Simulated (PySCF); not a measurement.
Job file and geometry (Å, from GFN2-xTB) of an NMR shielding run on `C1[C@@H](B(C)C)CC(=O)OC1`, C₇H₁₃BO₂, GIAO PBE0/pcSseg-1 NMR shielding, non-relativistic, gas phase (PySCF); density fitting, a coarse starting grid and PySCF grid level 2 are the driver's defaults:

```
$ OMP_NUM_THREADS=1 python probes_run.py task.json out

{"job": {"kind": "nmr", "xc": "PBE0", "basis": "pcSseg-1"}, "charge": 0, "multiplicity": 1}
C      2.472538     0.954628     0.119795
B      1.442055    -0.222662    -0.042931
C      1.904337    -1.631573    -0.572666
C     -0.085292     0.016586     0.353013
C     -1.097931    -0.995674    -0.190854
C     -2.446181    -0.743775     0.464870
O     -2.911053     0.594677     0.346602
C     -2.086473     1.636907     0.203229
O     -2.553803     2.745786     0.220939
C     -0.606781     1.405340    -0.036685
H      2.466655     1.544904    -0.797899
H      2.233306     1.645300     0.925099
H      3.497043     0.617491     0.257064
H      2.957767    -1.678491    -0.835327
H      1.330996    -1.938794    -1.446044
H      1.725012    -2.398060     0.181320
H     -0.119667    -0.051212     1.451008
H     -0.795525    -2.019122     0.027775
H     -1.184694    -0.884032    -1.273840
H     -3.232068    -1.359605     0.017010
H     -2.390529    -0.980399     1.535786
H     -0.072941     2.200571     0.483913
H     -0.451522     1.568195    -1.108163
```

Q: What does the program print?

A: 
```
coarse grid: 18920 points
cycle   1  E = -449.0312486294  dE =  1.426e+00  |g| = 9.973e-01  |ddm| = 4.204e+00
cycle   2  E = -448.6470269488  dE =  3.842e-01  |g| = 1.746e+00  |ddm| = 2.160e+00
cycle   3  E = -449.2121661358  dE = -5.651e-01  |g| = 3.299e-01  |ddm| = 1.578e+00
cycle   4  E = -449.2332224191  dE = -2.106e-02  |g| = 8.709e-02  |ddm| = 2.983e-01
cycle   5  E = -449.2342617340  dE = -1.039e-03  |g| = 3.599e-02  |ddm| = 7.117e-02
cycle   6  E = -449.2345220595  dE = -2.603e-04  |g| = 6.203e-03  |ddm| = 3.002e-02
cycle   7  E = -449.2345292717  dE = -7.212e-06  |g| = 1.657e-03  |ddm| = 5.993e-03
final grid: 181920 points
cycle   8  E = -449.3145746315  dE = -5.554e-05  |g| = 1.614e-02  |ddm| = 4.154e-02
cycle   9  E = -449.3145005078  dE =  7.412e-05  |g| = 2.556e-02  |ddm| = 3.206e-02
cycle  10  E = -449.3146254044  dE = -1.249e-04  |g| = 3.572e-03  |ddm| = 2.047e-02
cycle  11  E = -449.3146278052  dE = -2.401e-06  |g| = 6.089e-04  |ddm| = 2.604e-03
cycle  12  E = -449.3146278622  dE = -5.703e-08  |g| = 2.331e-04  |ddm| = 6.148e-04
cycle  13  E = -449.3146278729  dE = -1.063e-08  |g| = 3.365e-05  |ddm| = 2.066e-04
cycle  14  E = -449.3146278731  dE = -2.282e-10  |g| = 1.184e-05  |ddm| = 4.380e-05
converged SCF energy = -449.3146278731

GIAO shielding tensors (ppm)
atom      isotropic    diamagn.    paramagn.     s11        s22        s33       span
  0 C      172.363     253.905     -81.542    153.032    174.913    189.143     36.111
  1 B       10.130     187.279    -177.149    -49.833    -36.420    116.644    166.477
  2 C      173.134     254.175     -81.041    154.504    181.056    183.841     29.337
  3 C      149.838     255.269    -105.431    125.898    158.556    165.059     39.161
  4 C      157.076     251.382     -94.306    152.258    156.403    162.568     10.310
  5 C      114.350     244.849    -130.500     88.690    105.999    148.361     59.671
  6 O      126.712     394.607    -267.895    -91.479    220.855    250.759    342.239
  7 C       14.893     246.906    -232.013    -85.410     52.452     77.636    163.047
  8 O     -129.632     396.703    -526.335   -426.405   -234.818    272.328    698.732
  9 C      152.375     254.074    -101.700    134.675    153.588    168.861     34.187
 10 H       31.101      30.888       0.213     26.944     30.170     36.189      9.245
 11 H       30.566      32.454      -1.888     25.807     31.125     34.765      8.957
 12 H       30.513      29.974       0.539     26.340     29.274     35.924      9.584
 13 H       30.564      30.261       0.303     26.480     29.326     35.886      9.406
 14 H       30.845      32.282      -1.437     25.994     31.310     35.232      9.238
 15 H       30.904      31.506      -0.602     26.255     30.491     35.966      9.712
 16 H       30.662      35.495      -4.833     27.319     29.985     34.683      7.364
 17 H       29.918      33.908      -3.990     25.016     29.378     35.360     10.345
 18 H       30.333      33.686      -3.353     26.724     28.992     35.284      8.560
 19 H       27.014      28.028      -1.015     21.898     26.797     32.347     10.449
 20 H       27.412      29.915      -2.504     22.802     27.121     32.312      9.510
 21 H       28.768      33.534      -4.765     23.332     29.661     33.312      9.979
 22 H       29.796      33.330      -3.534     26.431     29.141     33.816      7.385
```

Size and cost of the density-fitted run: 235 basis functions, 53 s wall time on 1 thread of an Arm Neoverse V2, shared host; peak memory 1.1 GiB.
